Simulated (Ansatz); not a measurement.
Reaction (formal exchange of groups at the Sn–B bond): `C[B](F)[SnH3]` + `[SiH3]C=S` → `S=C[SiH2][SnH3]` + `CBF`

Gas-phase electronic energies from Ansatz, PBE0-D4/def2-TZVP geometries. CCSD(T)/CBS is the MP2 limit (def2-TZVPP, def2-QZVPP) plus CCSD(T) − MP2 in def2-TZVPP, frozen cores. This one scheme is used for every species. Functionals use def2-TZVPP. B3LYP here is the variant with VWN-RPA as its local correlation; programs differ in this. Elements past krypton have def2 core potentials. For Sn outer-core shells are correlated without core-valence functions, which leaves a few kJ/mol of doubt a bond. Each species was taken in one conformer, which may not be the lowest.

`C[B](F)[SnH3]`:

Cartesian coordinates in Å:
```
C -0.390 -0.410 1.596
B -0.377 -0.726 0.073
F -0.900 -1.864 -0.362
Sn 0.509 0.674 -1.496
H 0.637 -0.264 1.952
H -0.895 0.545 1.777
H -0.867 -1.187 2.197
H 0.361 0.076 -3.090
H -0.249 2.207 -1.446
H 2.172 0.950 -1.200
```

`[SiH3]C=S`:

```xyz
7

Si    0.086   -0.339    0.721
C    -0.194    0.506   -0.936
S     0.722    0.257   -2.237
H     1.255   -1.242    0.626
H    -1.143   -1.097    1.082
H     0.305    0.707    1.757
H    -1.032    1.207   -1.012
```

`S=C[SiH2][SnH3]`:

Z-matrix (Å, degrees):
```
Si
C 1 1.875
Sn 1 2.572 2 106.8
H 1 1.490 2 109.7 3 118.0
H 1 1.482 2 109.7 3 -120.3
S 2 1.613 1 123.7 3 97.1
H 2 1.095 1 117.5 3 -79.8
H 3 1.707 1 110.7 2 176.9
H 3 1.707 1 109.9 2 57.0
H 3 1.705 1 109.9 2 -62.6
```

`CBF`:

Cartesian coordinates in Å:
```
C 0.233 -0.286 0.581
B -0.300 0.355 -0.730
F 0.415 1.269 -1.372
H 1.208 0.089 0.894
H 0.290 -1.374 0.461
H -0.488 -0.125 1.390
H -1.358 0.071 -1.224
```

| level | ΔE (kJ/mol) | difference from CCSD(T)/CBS |
| --- | --- | --- |
| PBE-D4 | -49.6 | -3.7 |
| PBE | -47.9 | -2.0 |
| B3LYP | -45.7 | 0.2 |
| MP2/def2-TZVPP | -47.6 | -1.7 |
| SCS-MP2/def2-TZVPP | -44.7 | 1.2 |
| CCSD/def2-TZVPP | -42.9 | 3.0 |
| SCS-MP2/def2-QZVPP | -46.1 | -0.2 |
| HF/CBS(def2) | -45.0 | 0.9 |
| MP2/CBS(def2) | -50.1 | -4.2 |
| CCSD/CBS(def2) | -45.4 | 0.5 |
| CCSD(T)/CBS | -45.9 | 0 |

Largest T1 diagnostic among the species: 0.015.
